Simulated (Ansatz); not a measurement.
Input file for Ansatz (an electronic-structure program): U-CCSD(T)/def2-TZVPP on MoSe, 2S+1 = 7, a spin state set in the input, which need not be the lowest, a point of a bond scan (R = 2.532 Å). Elements past Kr take the def2 small-core potentials; no spin–orbit coupling.

Ansatz 0.2 input:
```yaml
crystal:
  periodic: [false, false, false]
  atoms:
    - {symbol: Mo, position_ang: [0.00000000, 0.00000000, 0.00000000]}
    - {symbol: Se, position_ang: [0.00000000, 0.00000000, 2.53216600]}
basis:
  gaussian:
    orbitals: def2-TZVPP
    pivot_positions_ang: [[0.00000000, 0.00000000, 0.00000000], [0.00000000, 0.00000000, 2.53216600]]
magnetization: {spin_polarized: true, initial_magnetization: 6}
correlation: {method: ccsd_t, electrons: valence}
output: {orbitals: {seedname: ./end}}
```

The log:

```
WARN ansatz: RAYON_NUM_THREADS=1 ignored (pool sized by the plan → 1); use --threads N
Functional definition: HF
integrals: 0.20 GiB planned
772 factors; integrals over basis functions are off by at most 4.9e-4 eV
mean field: 0.46 GiB planned
mean field evaluation 1: about -67139.8809 eV, gradient 1.2e1 eV
mean field evaluation 2: about -67140.0402 eV, gradient 1.2e1 eV
mean field evaluation 4: about -67141.7775 eV, gradient 3.1e0 eV
mean field evaluation 8: about -67142.0489 eV, gradient 4.7e-1 eV
mean field evaluation 16: about -67142.0734 eV, gradient 1.9e-6 eV
mean field evaluation 32: about -67140.9589 eV, gradient 4.6e-2 eV
mean field evaluation 64: about -67140.9591 eV, gradient 2.3e-6 eV
mean field evaluation 96: about -67140.3261 eV, gradient 1.9e-6 eV
mean field evaluation 128: about -67141.3728 eV, gradient 5.5e0 eV
mean field evaluation 160: about -67141.2067 eV, gradient 8.1e-1 eV
mean field evaluation 192: about -67140.3261 eV, gradient 9.5e-3 eV
mean field evaluation 224: about -67136.7360 eV, gradient 1.5e1 eV
mean field evaluation 256: about -67142.0733 eV, gradient 3.3e-2 eV
mean field evaluation 288: about -67140.3220 eV, gradient 3.8e-1 eV
mean field evaluation 320: about -67141.1284 eV, gradient 4.4e-4 eV
mean field evaluation 352: about -67139.7836 eV, gradient 9.0e0 eV
mean field evaluation 384: about -67140.5884 eV, gradient 2.8e-4 eV
mean field evaluation 416: about -67140.5849 eV, gradient 8.3e-2 eV
mean field evaluation 448: about -67140.7468 eV, gradient 3.0e-3 eV
mean field evaluation 480: about -67139.1727 eV, gradient 4.8e-4 eV
mean field evaluation 512: about -67138.4422 eV, gradient 3.3e-1 eV
mean field evaluation 544: about -67138.1816 eV, gradient 3.0e-1 eV
mean field evaluation 576: about -67142.0721 eV, gradient 1.0e-1 eV
mean field evaluation 608: about -67141.1284 eV, gradient 1.7e-4 eV
mean field evaluation 640: about -67140.9591 eV, gradient 3.7e-3 eV
mean field evaluation 672: about -67140.7387 eV, gradient 5.6e-1 eV
mean field evaluation 704: about -67140.8148 eV, gradient 1.5e0 eV
mean field evaluation 736: about -67140.8153 eV, gradient 1.5e0 eV
mean field evaluation 768: about -67140.3174 eV, gradient 6.0e-1 eV
mean field evaluation 800: about -67140.3231 eV, gradient 6.2e-1 eV
mean field evaluation 832: about -67140.3076 eV, gradient 1.2e0 eV
mean field evaluation 864: about -67139.3416 eV, gradient 4.8e0 eV
mean field evaluation 896: about -67139.9389 eV, gradient 1.6e-1 eV
mean field evaluation 928: about -67139.6710 eV, gradient 9.3e-4 eV
mean field evaluation 960: about -67139.3793 eV, gradient 7.0e-3 eV
mean field evaluation 992: about -67142.0186 eV, gradient 9.1e-1 eV
mean field evaluation 1024: about -67142.0734 eV, gradient 2.2e-3 eV
mean field evaluation 1056: about -67141.1284 eV, gradient 1.2e-3 eV
mean field evaluation 1088: about -67140.3261 eV, gradient 2.4e-3 eV
mean field evaluation 1120: about -67140.7468 eV, gradient 5.2e-3 eV
mean field evaluation 1152: about -67135.3492 eV, gradient 1.8e1 eV
mean field evaluation 1184: about -67140.0212 eV, gradient 9.5e-1 eV
mean field -67142.07340507 eV, -2467.4256871042 hartree, gradient 3.1e-6 eV, S^2 12.052517; 25 other end points of the search recorded, 0 dependent functions left out
determinant -67142.07340507 eV, -2467.4256871042 hartree, with singles and doubles -67158.90583064 eV, -2468.0442673347 hartree
determinant -67141.12838606 eV, -2467.3909582965 hartree, with singles and doubles -67157.90030361 eV, -2468.0073148978 hartree
determinant -67140.95907430 eV, -2467.3847362039 hartree, with singles and doubles -67157.60892856 eV, -2467.9966070622 hartree
determinant -67140.74684433 eV, -2467.3769368962 hartree, with singles and doubles -67157.34240788 eV, -2467.9868126081 hartree
determinant -67140.58839362 eV, -2467.3711139402 hartree, with singles and doubles -67157.17898093 eV, -2467.9808067782 hartree
determinant -67140.32612746 eV, -2467.3614758367 hartree, with singles and doubles -67156.84479606 eV, -2467.9685257109 hartree
determinant -67140.30861497 eV, -2467.3608322643 hartree, with singles and doubles -67156.83804549 eV, -2467.9682776320 hartree
determinant -67139.94091586 eV, -2467.3473195714 hartree, with singles and doubles -67156.62514938 eV, -2467.9604538442 hartree
determinant -67139.67100821 eV, -2467.3374006483 hartree, with singles and doubles -67156.22434087 eV, -2467.9457244032 hartree
determinant -67139.37932059 eV, -2467.3266813258 hartree, with singles and doubles -67155.89625211 eV, -2467.9336673636 hartree
determinant -67139.17268754 eV, -2467.3190877014 hartree, with singles and doubles -67155.81161714 eV, -2467.9305570858 hartree
9 core orbitals not correlated
reference -67142.07340507 eV, -2467.4256871042 hartree; 18, 12 occupied and 77, 83 virtual orbitals, 772 factors
second order -16.56566536 eV of doubles, -0.00000000 eV of singles
coupled cluster: 0.72 GiB planned
cycle   1  -16.83540407 eV  change   -3.0e-3 eV  update   3.0e-3
cycle   2  -16.83657884 eV  change   -1.2e-3 eV  update   2.4e-3
cycle   3  -16.83684241 eV  change   -2.6e-4 eV  update   1.6e-3
cycle   4  -16.83712562 eV  change   -2.8e-4 eV  update   6.8e-4
cycle   5  -16.83765318 eV  change   -5.3e-4 eV  update   3.1e-4
cycle   6  -16.83771975 eV  change   -6.7e-5 eV  update   1.7e-4
cycle   7  -16.83760218 eV  change    1.2e-4 eV  update   7.7e-5
cycle   8  -16.83747919 eV  change    1.2e-4 eV  update   2.7e-5
cycle   9  -16.83746074 eV  change    1.8e-5 eV  update   1.5e-5
perturbative correction -0.60070043 eV, -0.0220753335 hartree
Total energy: -67159.51156623 eV, -2468.0665277070 hartree
```

The calculation finished and met its thresholds.

Cost: very roughly 2.9 core-minutes.
